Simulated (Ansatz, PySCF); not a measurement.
Process, species as SMILES: N[SiH]N -> N[SiH-]N (an electron is taken up)
Structures are relaxed separately at B3LYP-D3(BJ)/def2-TZVP in Ansatz (a program for electronic structure), one conformer each, not searched for the lowest. Frequencies are from Ansatz or PySCF.
Geometry of the first species:
```xyz
8

N      1.3748    -0.3507     0.2895
Si    -0.0161     0.4370    -0.3625
N     -1.3737    -0.4407     0.2172
H      2.2439     0.1525     0.3827
H      1.5329    -1.3328     0.1223
H      0.1277     1.8515     0.1208
H     -2.2637    -0.4337    -0.2503
H     -1.4226    -0.8154     1.1530
```
Charge 0, spin multiplicity 2.

Property: adiabatic electron affinity (0 K, with B3LYP-D3(BJ) harmonic zero-point energies), positive where the reaction releases energy, in eV. Valence correlation only, unless marked. UHF or UKS for open shells. No spin-orbit coupling. Non-relativistic. Anions need diffuse functions: aug- sets have them; def2-D sets add few; the other sets have none. Basis-set limits of correlation are two-point, X^-3; Hartree-Fock from the larger set.

CCSD(T)/CBS(aug-cc-pV(T+d)Z,aug-cc-pV(Q+d)Z) (Ansatz) gives 0.83 eV.

**Question.** Another calculation gave 0.82 eV. Which level was it?
A) B97M-V/def2-TZVPD (Ansatz)
B) CAM-B3LYP/def2-TZVPD (Ansatz)
C) r2SCANh/def2-TZVPD (Ansatz)

**Answer.** A, B97M-V/def2-TZVPD (Ansatz). The others give 0.53 (r2SCANh), 0.70 (CAM-B3LYP) eV.
